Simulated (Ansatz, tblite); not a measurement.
Cost and result up the ladder for GeH(NMe2)3 (C₆H₁₉GeN₃) (29 atoms). The state is a singlet with charge 0. Geometry: PBE-D4/def2-SVP.

```xyz
29

Ge   -0.254    0.568    0.442
H    -0.714    1.582    1.532
N    -1.357   -0.911    0.636
C    -1.122   -2.084   -0.180
C    -1.996   -1.183    1.904
H    -0.462   -2.843    0.313
H    -0.649   -1.796   -1.141
H    -2.081   -2.601   -0.423
H    -2.135   -0.246    2.482
H    -3.007   -1.633    1.755
H    -1.421   -1.895    2.552
N     1.575    0.367    0.683
C     2.306   -0.565   -0.150
C     2.164    0.595    1.984
H     3.342   -0.199   -0.345
H     1.803   -0.678   -1.132
H     2.402   -1.585    0.305
H     1.552    1.310    2.571
H     2.271   -0.338    2.597
H     3.186    1.034    1.889
N    -0.410    0.999   -1.347
C     0.521    1.926   -1.956
C    -1.698    0.927   -2.006
H     0.784    1.609   -2.993
H     1.457    1.970   -1.364
H     0.113    2.967   -2.030
H    -2.373    0.248   -1.448
H    -2.202    1.924   -2.086
H    -1.596    0.533   -3.045
```

Ansatz on 2 threads of AMD EPYC 7R13 on a shared host and a share (18 GiB) of an NVIDIA H100 80GB HBM3; xTB runs through tblite on one thread. Times are rough, summed over both states, and most runs start from the orbitals of an earlier one. PBE0-D4/def2-TZVP serves as the yardstick here, not as an exact answer. The other state is a doublet.

The xTB rows come from tblite. HSE06 is defined as in plane-wave codes, on full-range PBE exchange. Single mean-field runs in def2-TZVP are fitted with def2-universal-jkfit.

Run but left out: PBE-D4/def2-TZVP (charge +1 doublet: an occupied level 0.06 eV above an empty one).

Raw xTB energies of ions are shifted by several eV.

```json
{"level": "GFN2-xTB", "functions": "64", "wall time": "0.042 s", "vertical IE (eV)": "11.51", "difference from PBE0-D4/def2-TZVP (eV)": "4.18"}
{"level": "GFN1-xTB", "functions": "83", "wall time": "0.071 s", "vertical IE (eV)": "12.08", "difference from PBE0-D4/def2-TZVP (eV)": "4.74"}
{"level": "HSE06-D4/def2-TZVP", "functions": "441", "wall time": "16 s", "vertical IE (eV)": "7.31", "difference from PBE0-D4/def2-TZVP (eV)": "-0.03"}
{"level": "PBE0-D4/def2-TZVP (with forces)", "functions": "441", "wall time": "20 s", "vertical IE (eV)": "7.34", "difference from PBE0-D4/def2-TZVP (eV)": "0.00"}
```
